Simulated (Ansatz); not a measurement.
A nudged elastic band was laid between two geometries of H$_{5}$InS (7 atoms, charge 0, multiplicity 1).

Theory: Ansatz 0.2.0, RKS PBE-D4/def2-SVP.

```
movable images  : 7
climbing image  : yes
spring          : 5.0 eV/Å²
optimiser       : quadratic models (default)
start path      : IDPP
force threshold : 0.03 eV/Å
iteration limit : 60
end points      : relaxed
```

Image 0:

```xyz
7
Properties=species:S:1:pos:R:3
S -0.731 -1.554 -0.113
In 0.212 1.198 -0.256
H -0.734 -1.581 1.249
H 0.524 -2.082 -0.169
H -0.978 1.746 -1.409
H -0.037 1.478 1.456
H 1.807 0.726 -0.804
```

Image 8:

```xyz
7
Properties=species:S:1:pos:R:3
S -0.668 -1.526 0.420
In 0.259 1.215 0.073
H 0.561 -2.075 0.212
H -1.013 -1.680 -0.889
H -0.531 1.394 -1.480
H -0.499 1.847 1.512
H 1.950 0.757 0.107
```

**Question.** What changes between the two ends?

**Answer.** No bond is made or broken. The dihedral H4–S1–In2–H6 goes from -103 to 136°. The two ends are copies of one structure, up to a mirror image or an exchange of like atoms.

**Question.** What energy profile does the band end with?

**Answer.** It converged. The highest image is number 8 of 0 to 8, 0.0 kcal/mol above the ends, which have the same energy within 2 meV. The highest image is an end point: on this band no image between the ends rises above it. Inner images lie up to 0.010 eV below the lower end, so the ends aren't the lowest states on this path.

| image | path coordinate (Å) | energy (kcal/mol) | dihedral H4–S1–In2–H6 (°) |
| --- | --- | --- | --- |
| 0 | 0.00 | 0.0 | -103 |
| 1 | 0.31 | 0.0 | -116 |
| 2 | 0.70 | -0.1 | -131 |
| 3 | 1.09 | -0.2 | -146 |
| 4 | 1.48 | -0.2 | -162 |
| 5 | 1.86 | -0.2 | -177 |
| 6 | 2.25 | -0.1 | 167 |
| 7 | 2.64 | 0.0 | 152 |
| 8 | 3.03 | 0.0 | 136 |

The run took 69 s on 1 thread of Intel(R) Xeon(R) Platinum 8488C (Sapphire Rapids), on a shared host, peak memory 0.13 GiB.
